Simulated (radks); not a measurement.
Results of a calculation; reference values are marked as such.
Q: Ionisation of the gadolinium ion Gd3+, [Xe] 4f7, to Gd4+, [Xe] 4f6, under several functionals. Dirac Kohn-Sham, spin-unpolarised, spherical densities, finite nucleus; open shells are shared between the two j in proportion to 2j + 1; a radial shooting solver on a logarithmic mesh with Libxc functionals. The NIST Atomic Spectra Database gives 44.4 eV (semi-empirical). Rank these functionals by the error of their Delta-SCF ionisation energy: SOGGA; PW91; exchange-only B88; revPBE; XLYP.

A: From best to worst: PW91 43.491 eV (-0.949); SOGGA 43.326 eV (-1.114); revPBE 43.323 eV (-1.117); XLYP 43.222 eV (-1.218); exchange-only B88 41.975 eV (-2.465). Spin polarisation and multiplet splitting are left out, so open shells lie too high by an amount that depends on their filling. Sharing an open shell by 2j + 1 raises it above the true ground level by a part of the spin-orbit splitting, which enters the differences from NIST.

Beside tabulated values, note that spin-unpolarised runs miss the spin-polarisation part of the exchange energy of open shells. No tabulated value is given for the 4+ ions of Nd, Pm and Eu to Yb, where it belongs to another shell than the one emptied here.
